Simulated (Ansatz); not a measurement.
Consider the formal hydrolysis of a B–Br bond: `SB(Cl)Br` + H₂O → `OB(S)Cl` + HBr.

Computed with Ansatz on PBE0-D4/def2-TZVP structures; ΔE is electronic, products minus reactants. CCSD(T)/CBS adds triple-zeta CCSD(T) − MP2 to the extrapolated MP2 energy (def2 sets, frozen cores). This one scheme is used for every species. Functionals use def2-TZVPP. B3LYP here is the variant with VWN-RPA as its local correlation; programs differ in this. HSE06 is defined as in plane-wave codes. For Br outer-core shells are correlated without core-valence functions, which leaves a few kJ/mol of doubt a bond. Scalar relativity is left out up to krypton. Each species was taken in one conformer, which may not be the lowest.

CCSD(T)/CBS gives -11.8 kcal/mol.

Question: Another level gave -15.6 kcal/mol. Which?
A. HSE06-D4/def2-TZVPP
B. r2SCAN0-D4/def2-TZVPP
C. MP2/def2-TZVPP
D. B3LYP/def2-TZVPP

Answer: D. B3LYP -15.6, r2SCAN0-D4 -13.9, MP2/def2-TZVPP -11.3, HSE06-D4 -12.7 kcal/mol.

Question: What do rigid-rotor, harmonic-oscillator terms from PBE0-D4/def2-TZVP frequencies (298.15 K, 1 bar) make of the CCSD(T)/CBS value? (An estimate is asked.)

Answer: Ansatz gave: ΔZPE = -0.8 kcal/mol, ΔH = -13.0 kcal/mol, ΔS = -9 J/(mol·K), ΔG = -12.3 kcal/mol.

Largest T1 diagnostic among the species: 0.012.

From BLYP to BHLYP (50 % exact exchange), in def2-TZVPP and without D4, ΔE moves by −1.3 kcal/mol. Leaving LDA and LC-ωPBE aside and taking each functional with its dispersion term where it has one, the values, not all of them listed here, spread over 4.6 kcal/mol, from CAM-B3LYP-D4 to revPBE-D4. LDA lies −1.6 kcal/mol from PBE without D4. In def2-TZVPP, CCSD(T) changes the Hartree–Fock value by +4.6 kcal/mol (the triples alone add +0.8 kcal/mol) and MP2 by +6.7 kcal/mol.
